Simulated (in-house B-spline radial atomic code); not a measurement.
RPA and G0W0 on TPSS: Mg+

Configuration [Ne] 3s1, highest spin, mean-field start TPSS. Computed with a B-spline radial code for spherical atoms: all electrons, scalar-relativistic (spin-free one-electron X2C), finite nucleus, each spin shell either full or empty, empty states to l = 9 with an (l + 1/2)⁻⁴ tail; G0W0 by contour deformation at full frequency.

RPA overbinds a lone outer s electron by self-correlation, and G0W0 tends to as well.

Command:
```bash
python run_gw.py task.json out
```
Settings (radii: box in bohr, nucleus in fm):
```
Z                        12
electrons                11
configuration            [Ne] 3s1
hamiltonian              x2c
method                   tpss,tpss
lmax                     9
rms_radius               3.057
spin_polarised           True
box_radius               23.78
intervals                72
ion_configuration        [He] 2s2 2p6
```

Cost of the run: 3.5 s on 1 thread of Arm Neoverse N1 (shared host).

Energies (hartree):

| term | value |
| --- | --- |
| mean-field total | -200.12494 |
| Hartree-Fock functional on these orbitals | -199.67267 |
| direct second order | -0.73698 |
| second-order exchange | 0.27495 |
| SOSEX correction | 0.24536 |

Task: What is the RPA correlation energy, and what remains with SOSEX?

Result: RPA gives -0.63703 hartree (-1.58 eV per electron); RPA + SOSEX gives -0.39167, and the second-order doubles -0.46203 hartree (no singles). SOSEX takes back 39 % of the RPA value.

Quasi-particle levels (eV):

```json
{"level": "3s up", "occupied": "yes", "mean field": "-11.863", "Σx - vxc": "-2.93", "Σc": "?", "QP weight": "?", "G0W0": "?"}
{"level": "3s down", "occupied": "no", "mean field": "-9.794", "Σx - vxc": "4.02", "Σc": "-1.86", "QP weight": "0.875", "G0W0": "-7.632"}
```

G0W0 = mean field + (Σx - vxc) + Σc, with Σc (partial-wave tail included) taken at the quasi-particle energy. Only the outer levels were computed. Levels of low weight are left out.

Task: Where does G0W0 put 3s up?

Result: At -15.581 eV, with Σc = -0.79 eV and a quasi-particle weight of 0.913. The tabulated removal energy is 15.035 eV (NIST, measured); the calculation leaves out spin-orbit coupling, Breit and QED terms, and what these don't explain is the method's own error.

Task: What does it cost to remove one electron (to [He] 2s2 2p6) by differences of total energies, each species on its own start (correlation terms add to the Hartree-Fock functional)?

Result: TPSS 15.103 eV, Hartree-Fock functional 14.718 eV, + RPA 15.619 eV, + RPA + SOSEX 14.993 eV, + second order 15.103 eV. Tabulated: 15.035 eV (NIST, measured); the calculation leaves out spin-orbit coupling, Breit and QED terms, and what these don't explain is the method's own error.
